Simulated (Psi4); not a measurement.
HCl3Ge (SMILES [Cl][GeH]([Cl])[Cl]), singlet, at a GFN2-xTB geometry, with bond 3-1 at 1.25 times its length.

Here is a job for Psi4.
```
memory 2 GB

molecule mol {
0 1
Ge   -0.029779   -0.002099    0.416850
Cl   -0.201481    1.973713   -0.305508
Cl    2.302978   -0.989100   -0.321523
Cl   -1.570755   -1.177489   -0.419194
H    -0.138315   -0.009749    1.936159
}

set {
  basis 3-21g
  reference uhf
  stability_analysis follow
  scf_type pk
}

energy('scf')
print_variables()
```

**Question.** Estimate the total energy that Psi4 1.11 with HF/3-21G returns for this input.

**Answer.** -3437.9200 Eh

**Question.** Predict the dipole moment from HF/3-21G.

**Answer.** 3.79 D

**Question.** Give the number of basis functions at the level HF/3-21G.

**Answer.** 64
